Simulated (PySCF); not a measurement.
Job file and geometry (Å, from GFN2-xTB) of an NMR shielding run on `C#CBC[Si@H](C)CC`, C6H13BSi, GIAO PBE0/pcSseg-1 NMR shielding, non-relativistic, gas phase (PySCF 2.14.0, density-fitted response routines); density fitting, a coarse starting grid and PySCF grid level 2 are the driver's defaults:

```
$ OMP_NUM_THREADS=1 python probes_run.py task.json out

{"job": {"kind": "nmr", "xc": "PBE0", "basis": "pcSseg-1"}, "charge": 0, "multiplicity": 1}
C      3.725508    -0.614694     0.082270
C      2.709812    -0.344976    -0.508643
B      1.442861    -0.000255    -1.247429
C      0.676376     1.304658    -0.891934
Si    -0.547013     0.962101     0.555125
C      0.411152     0.526089     2.137504
C     -1.730917    -0.470686     0.119248
C     -2.520028    -0.235473    -1.164745
H      4.610753    -0.854140     0.598321
H      1.038732    -0.747535    -2.058794
H      1.332436     2.103883    -0.550465
H      0.085747     1.690566    -1.721099
H     -1.331580     2.197879     0.767182
H     -0.260167     0.323074     2.966010
H      1.033381    -0.351766     1.989234
H      1.064455     1.339218     2.436838
H     -1.162149    -1.397218     0.018182
H     -2.432857    -0.629082     0.939674
H     -3.198694    -1.063838    -1.363174
H     -1.847361    -0.137524    -2.012927
H     -3.109368     0.675783    -1.090851
```

Problem. Write the output of this run.

Solution. 
```
coarse grid: 17288 points
cycle   1  E = -550.1301242074  dE =  5.212e-01  |g| = 5.906e-01  |ddm| = 3.978e+00
cycle   2  E = -550.0955858924  dE =  3.454e-02  |g| = 6.906e-01  |ddm| = 1.139e+00
cycle   3  E = -550.2133514195  dE = -1.178e-01  |g| = 1.887e-01  |ddm| = 6.498e-01
cycle   4  E = -550.2222284354  dE = -8.877e-03  |g| = 4.099e-02  |ddm| = 1.484e-01
cycle   5  E = -550.2226504515  dE = -4.220e-04  |g| = 9.718e-03  |ddm| = 3.878e-02
cycle   6  E = -550.2226748286  dE = -2.438e-05  |g| = 2.430e-03  |ddm| = 1.297e-02
cycle   7  E = -550.2226764871  dE = -1.658e-06  |g| = 4.698e-04  |ddm| = 2.941e-03
final grid: 160224 points
cycle   8  E = -550.2685946481  dE = -4.776e-05  |g| = 8.484e-03  |ddm| = 3.603e-02
cycle   9  E = -550.2685898644  dE =  4.784e-06  |g| = 9.577e-03  |ddm| = 1.521e-02
cycle  10  E = -550.2686133641  dE = -2.350e-05  |g| = 7.638e-04  |ddm| = 7.973e-03
cycle  11  E = -550.2686134475  dE = -8.335e-08  |g| = 5.135e-04  |ddm| = 9.131e-04
cycle  12  E = -550.2686135134  dE = -6.589e-08  |g| = 1.154e-04  |ddm| = 3.986e-04
cycle  13  E = -550.2686135168  dE = -3.458e-09  |g| = 2.451e-05  |ddm| = 1.243e-04
cycle  14  E = -550.2686135170  dE = -1.480e-10  |g| = 6.237e-06  |ddm| = 2.846e-05
converged SCF energy = -550.2686135170

GIAO shielding tensors (ppm)
atom      isotropic    diamagn.    paramagn.     s11        s22        s33       span
  0 C       54.560     262.242    -207.683      6.532     26.973    130.175    123.643
  1 C       86.039     255.341    -169.302    -23.493    -15.360    296.969    320.462
  2 B       32.958     193.906    -160.948    -53.077     18.853    133.099    186.176
  3 C      157.552     258.739    -101.187    107.039    175.256    190.361     83.321
  4 Si     361.901     882.117    -520.216    324.012    368.701    392.991     68.979
  5 C      189.088     255.108     -66.020    183.993    191.011    192.260      8.267
  6 C      174.779     255.040     -80.261    170.481    173.138    180.718     10.237
  7 C      176.205     246.735     -70.530    169.235    171.611    187.769     18.534
  8 H       27.107      33.588      -6.482     24.740     25.302     31.278      6.537
  9 H       24.898      30.244      -5.346     20.407     25.460     28.828      8.422
 10 H       30.103      31.733      -1.630     26.844     28.184     35.281      8.437
 11 H       29.561      32.138      -2.577     26.108     28.210     34.366      8.258
 12 H       27.114      30.588      -3.475     24.302     25.138     31.901      7.599
 13 H       31.684      31.236       0.449     26.792     29.010     39.252     12.459
 14 H       31.196      34.224      -3.028     26.707     29.608     37.273     10.566
 15 H       31.478      31.313       0.164     27.370     28.491     38.572     11.202
 16 H       31.270      34.794      -3.525     27.401     30.230     36.177      8.776
 17 H       31.025      32.232      -1.208     25.507     30.215     37.352     11.845
 18 H       30.271      28.171       2.100     25.101     27.523     38.189     13.088
 19 H       30.456      31.188      -0.732     25.512     30.108     35.748     10.236
 20 H       30.727      29.267       1.460     26.336     28.841     37.004     10.668
```

Size and cost of the density-fitted run: 208 basis functions, 74 s wall time on 1 thread of an Arm Neoverse N1, shared host; peak memory 1 GiB.
